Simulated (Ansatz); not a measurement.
Ansatz (a quantum-chemistry and plane-wave program) input:
A basis named .json is the Basis Set Exchange file of that set.

Ansatz 0.2 input:
```yaml
crystal:
  periodic: [false, false, false]
  atoms:
    - {symbol: Ta, position_ang: [0.65967430, -0.24623403, 0.01176553]}
    - {symbol: O, position_ang: [1.36412049, 0.04232104, -1.52187224]}
    - {symbol: Br, position_ang: [-1.68769108, 0.50390045, 0.32331699]}
basis:
  gaussian:
    orbitals: def2-QZVPP.json
    fitting: {mean_field: def2-universal-jkfit, correlation: def2-QZVPP-RIFIT.json}
magnetization: {spin_polarized: true, initial_magnetization: 2}
correlation: {method: mp2, electrons: outside_noble_gas}
```

What final total energy does it print?

-2704.40797 Eh (RI-MP2/def2-QZVPP). The basis has 227 functions.

The spin state was set by rule; other spins were not relaxed.
